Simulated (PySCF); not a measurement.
Fill in the blanks.

Species: [BF3(PMe3)], C3H9BF3P.
SMILES: `C[P+](C)(C)[B-](F)(F)F`

Conformer (atom-mapped SMILES and torsion angles): `[CH3:1][P+:2]([CH3:3])([CH3:4])[B-:5]([F:6])([F:7])[F:8]`: C1–P2–B5–F6 57°.

```csv
property,level,value
"rotational constants A, B, C",PBE0-D3(BJ)/def2-SVP,?
dipole moment,CAM-B3LYP/def2-SVPD,?
HOMO energy,CAM-B3LYP/def2-SVPD,?
LUMO energy,CAM-B3LYP/def2-SVPD,?
lowest singlet excitation,TDDFT CAM-B3LYP/def2-SVPD,?
strongest line among the 6 lowest singlet transitions,TDDFT CAM-B3LYP/def2-SVPD,?
static isotropic polarisability,CAM-B3LYP/def2-SVPD,?
electronic spatial extent ⟨r²⟩ about the centre of nuclear charge,CAM-B3LYP/def2-SVPD,1177 bohr²
```

Electronic properties: PySCF, gas phase, density fitting. Geometry: PBE0-D3(BJ)/def2-SVP; no solvent, vibrations or thermal averaging.

What is the dipole moment?

6.99 D.

Give the HOMO energy.

-9.43 eV.

What is the strongest line among the 6 lowest singlet transitions?

S4 at 8.82 eV (141 nm, f = 0.212).

What is the lowest singlet excitation?

7.56 eV (164 nm, f = 0.007).

The rotational constants A, B, C?

2.059, 1.228, 1.228 GHz.

What is the LUMO energy?

0.71 eV.

What is the static isotropic polarisability?

76.9 au.

The polarisability is 11.39 Å³ as a volume (1 au = 0.148185 Å³), or 1.04 au for each of the 74 electrons. The principal polarisabilities are 76.1, 76.1 and 78.4 au; their mean is the isotropic value. No computed singlet falls in the visible range (750 to 380 nm, 1.65 to 3.26 eV); S1 lies 4.30 eV above its blue end. The 6 singlets span 7.56 to 9.09 eV, and their oscillator strengths add up to 0.34. In atomic units the dipole is 2.75 e·bohr (1 au = 2.5417 D). The rotational constants are those of a nearly prolate symmetric top.

For the TDDFT job (CAM-B3LYP/def2-SVPD), hardware: one thread of an Arm Neoverse V1, no GPU, shared host. Cost: 84 s (grids of density and orbitals included), 1.1 GiB resident at most.
